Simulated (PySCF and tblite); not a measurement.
Results of a calculation; reference values are marked as such.
System: C₉H₉N, numbered as in [N:1]#[C:2][CH2:3][C:4]1=[CH:5][CH:6]=[CH:7][CH:8]=[CH:9][CH2:10]1.

Motion: shift of H on C10 from C10 to C6. GFN2-xTB gives an electronic barrier of 31.1 kcal/mol and a reaction energy of 1.3 kcal/mol.

Tunnelling of the moving H, left out here, will speed the real process. DFT energies on a tight-binding saddle of a bond shift can be off by several kcal/mol.

**Question.** What does PBE0/pcSseg-1 + D3(BJ) give on GFN2-xTB geometries?

**Answer.** A barrier of 36.7 kcal/mol, 5.6 above the tight-binding barrier (from unrounded values), a reaction energy of 1.4 kcal/mol and, with GFN2-xTB thermal terms, ΔG‡(298 K) = 33.9 kcal/mol and k = 8.3×10⁻¹³ s⁻¹ (1 equivalent path).

Programs: tblite and PySCF.
